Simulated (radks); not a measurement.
All-electron atom: Pt IV in [Kr] 4d10 4f14 5s2 5p4 5d9 (not the ground configuration). Calculated with a radial shooting solver on a logarithmic mesh with Libxc functionals: scalar-relativistic Kohn-Sham, r2SCAN, spin-unpolarised, spherical densities, finite nucleus; meta-GGA in the generalised Kohn-Sham scheme; Fermi nuclear charge, rms radius 5.427 fm.

Normalised radial functions P(r) = r R(r), r in bohr:

```
   r/bohr * 4s, o 4f, + 5d (the largest magnitude, 1.84, reaches the edge; | marks zero, & curves that meet)
 0.003064                             &    *
  0.00351                             &     *
 0.004054                             &     *
 0.004681                             &      *
 0.005363                             &      *
 0.006194                             &      *
 0.007154                             &      *
 0.008196                             &      *
 0.009465                             &      *
  0.01093                             &     *
  0.01252                             &    *
  0.01446                             &   *
   0.0167                             &  *
  0.01914                             &*
   0.0221                            *&
  0.02552                         *   o+
  0.02924                       *     o+
  0.03377                     *       o+
    0.039                   *         o+
  0.04468                  *          o +
   0.0516                  *          |o+
   0.0596                    *        |o +
  0.06883                       *     |o +
  0.07885                            *| o +
  0.09107                             |  o&
   0.1052                             |   &     *
   0.1205                             |   +o        *
   0.1392                             |   +  o        *
   0.1607                             | +      o     *
   0.1841                             |+        * o
   0.2126                            +| *           o
   0.2456                     *    +  |                o
   0.2814            *           +    |                  o
   0.3249     *                 +     |                   o
   0.3753  *                   +      |                    o
   0.4299   *                   +     |                    o
   0.4965       *                  +  |                  o
   0.5734            *                +                o
    0.657                  *          |   +          o
   0.7587                       *     |      +    o
   0.8762                          *  |        o +
    1.004                            *|      o     +
    1.159                            *|    o        +
    1.339                             *  o         +
    1.546                             * o         +
    1.772                             *o        +
    2.046                             &       +
    2.363                             &     +
    2.707                             &   +
    3.126                             & +
    3.611                             &+
    4.137                             &+
    4.777                             &
```

4s: eigenvalue -747.70 eV, 3 radial nodes at r = 0.0202, 0.0820, 0.220 bohr, <r> = 0.415 bohr, 90 % of the charge inside 0.595 bohr. 4f: eigenvalue -112.19 eV, 0 radial nodes, <r> = 0.513 bohr, 90 % of the charge inside 0.826 bohr. 5d: eigenvalue -41.232 eV, 2 radial nodes at r = 0.196, 0.571 bohr, <r> = 1.44 bohr, 90 % of the charge inside 2.17 bohr.
